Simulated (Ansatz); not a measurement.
Input for Ansatz (development build ahead of 0.2.0):

```yaml
crystal:
  periodic: [false, false, false]
  atoms:
    - { symbol: Co, position_ang: [0.0, 0.0, 0.0] }
basis:
  gaussian: { orbitals: def2-SVP }
total_charge: 2
magnetization:
  spin_polarized: true
  initial_magnetization: 3
hamiltonian:
  xc: pbe0
output:
  forces: true
```

The input is written out in the form of the current development build from the run's settings.

The run gave:

```yaml
Converged: yes
Total_energy: -1381.39806 hartree
Spin_squared_of_the_determinant: 3.751
Stability_test: minimum
```

Forces (eV/Å):
```
atom     Fx     Fy     Fz
 Co1  0.000  0.000  0.000
```
